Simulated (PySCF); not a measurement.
**N (nitrogen, neutral) across methods**

[He] 2s1 2p4, high-spin 4P determinant (an excited configuration). All numbers are calculated (PySCF 2.14, scalar relativity by spin-free X2C-1e, in dyall-av3z (15s9p3d2f, 71 functions)).

```csv
method,E (hartree),mean ε 2s α (eV),mean ε 2p α (eV),mean ε 2p β (eV),Σ⟨r²⟩ (bohr²),⟨S²⟩
BP86,-54.2474,-20.765,-9.069,-5.523,13.44,3.761
TPSSh,-54.2492,-22.499,-9.914,-5.817,13.29,3.762
r2SCAN,-54.2340,-22.358,-9.698,-5.318,13.34,3.771
revPBE,-54.2408,-20.760,-8.975,-5.292,13.50,3.762
UHF,-54.03338,-33.275,-16.966,-8.193,13.56,3.808
LDA,-53.7769,-20.520,-9.152,-5.145,13.63,3.765
PBEsol,-53.9735,-20.603,-8.992,-5.101,13.55,3.763
PBE0,-54.1853,-23.864,-10.998,-6.396,13.32,3.765
PBE,-54.1836,-20.722,-9.010,-5.273,13.51,3.761
```
